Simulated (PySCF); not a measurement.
Basis and Hamiltonian dependence of the excitation energy of C

C [He] 2s2 2p2 (3P) → C [He] 2s1 2p2 3s1 (5P). All values are computed (PySCF 2.14, energy differences of UHF-based or UKS calculations, no spin-orbit coupling). Values in eV.

```json
{"basis": "aug-cc-pwCVDZ", "Hamiltonian": "non-relativistic", "functions": "27", "UHF": "11.262", "r2SCAN": "12.607", "PBE0": "12.795", "MP2 (valence)": "12.453", "CCSD(T) (valence)": "12.944", "CCSD(T) (valence and next inner shell)": "12.951"}
{"basis": "ANO-RCC-VTZP", "Hamiltonian": "spin-free X2C", "functions": "30", "UHF": "14.202", "r2SCAN": "15.416", "PBE0": "15.545", "MP2 (valence)": "15.516", "CCSD(T) (valence)": "15.926", "CCSD(T) (valence and next inner shell)": "15.928"}
{"basis": "x2c-TZVPPall with one added diffuse shell each of s, p, d type", "Hamiltonian": "spin-free X2C", "functions": "40", "UHF": "10.984", "r2SCAN": "12.368", "PBE0": "12.555", "MP2 (valence)": "12.382", "CCSD(T) (valence)": "12.836", "CCSD(T) (valence and next inner shell)": "12.833"}
{"basis": "dyall-av2z", "Hamiltonian": "non-relativistic", "functions": "42", "UHF": "11.057", "r2SCAN": "12.431", "PBE0": "12.621", "MP2 (valence)": "12.312", "CCSD(T) (valence)": "12.793", "CCSD(T) (valence and next inner shell)": "n/a"}
{"basis": "aug-cc-pVTZ", "Hamiltonian": "non-relativistic", "functions": "46", "UHF": "11.108", "r2SCAN": "12.471", "PBE0": "12.663", "MP2 (valence)": "12.519", "CCSD(T) (valence)": "12.963", "CCSD(T) (valence and next inner shell)": "n/a"}
{"basis": "ANO-RCC-VQZP", "Hamiltonian": "spin-free X2C", "functions": "55", "UHF": "12.160", "r2SCAN": "13.448", "PBE0": "13.613", "MP2 (valence)": "13.605", "CCSD(T) (valence)": "n/a", "CCSD(T) (valence and next inner shell)": "n/a"}
{"basis": "aug-cc-pVTZ with one added diffuse shell each of s, p, d, f type", "Hamiltonian": "non-relativistic", "functions": "62", "UHF": "10.837", "r2SCAN": "12.279", "PBE0": "12.466", "MP2 (valence)": "12.276", "CCSD(T) (valence)": "12.730", "CCSD(T) (valence and next inner shell)": "n/a"}
{"basis": "x2c-QZVPPall with one added diffuse shell each of s, p, d, f type", "Hamiltonian": "spin-free X2C", "functions": "73", "UHF": "11.026", "r2SCAN": "12.406", "PBE0": "12.592", "MP2 (valence)": "12.529", "CCSD(T) (valence)": "12.944", "CCSD(T) (valence and next inner shell)": "12.939"}
{"basis": "dyall-acv3z", "Hamiltonian": "spin-free X2C", "functions": "76", "UHF": "10.966", "r2SCAN": "12.365", "PBE0": "12.548", "MP2 (valence)": "12.426", "CCSD(T) (valence)": "12.866", "CCSD(T) (valence and next inner shell)": "12.880"}
{"basis": "aug-cc-pVQZ", "Hamiltonian": "non-relativistic", "functions": "80", "UHF": "11.021", "r2SCAN": "12.407", "PBE0": "12.593", "MP2 (valence)": "12.537", "CCSD(T) (valence)": "12.948", "CCSD(T) (valence and next inner shell)": "n/a"}
{"basis": "aug-cc-pVQZ-DK", "Hamiltonian": "spin-free X2C", "functions": "80", "UHF": "11.030", "r2SCAN": "12.416", "PBE0": "12.603", "MP2 (valence)": "12.547", "CCSD(T) (valence)": "12.957", "CCSD(T) (valence and next inner shell)": "n/a"}
{"basis": "aug-cc-pVQZ with one added diffuse shell each of s, p, d, f, g type", "Hamiltonian": "non-relativistic", "functions": "105", "UHF": "10.818", "r2SCAN": "12.273", "PBE0": "12.453", "MP2 (valence)": "12.357", "CCSD(T) (valence)": "n/a", "CCSD(T) (valence and next inner shell)": "n/a"}
{"basis": "aug-cc-pCVQZ-DK", "Hamiltonian": "spin-free X2C", "functions": "109", "UHF": "11.028", "r2SCAN": "12.412", "PBE0": "12.598", "MP2 (valence)": "12.555", "CCSD(T) (valence)": "n/a", "CCSD(T) (valence and next inner shell)": "n/a"}
{"basis": "aug-cc-pV5Z", "Hamiltonian": "non-relativistic", "functions": "127", "UHF": "10.971", "r2SCAN": "12.364", "PBE0": "12.549", "MP2 (valence)": "12.533", "CCSD(T) (valence)": "n/a", "CCSD(T) (valence and next inner shell)": "n/a"}
```

Frozen in the all-electron rows: valence: 1s2; valence and next inner shell: nothing.

At UHF, ANO-RCC-VTZP, ANO-RCC-VQZP lie more than 0.3 eV from the median of the rows with comparable relativity. Of these, ANO-RCC-VTZP, ANO-RCC-VQZP have no diffuse functions of the l that the added or promoted electron needs.

The upper state lies above the first ionisation limit, but in LS coupling its spin forbids autoionisation to the ground ion. A Rydberg-like electron needs more diffuse functions than a valence basis has.
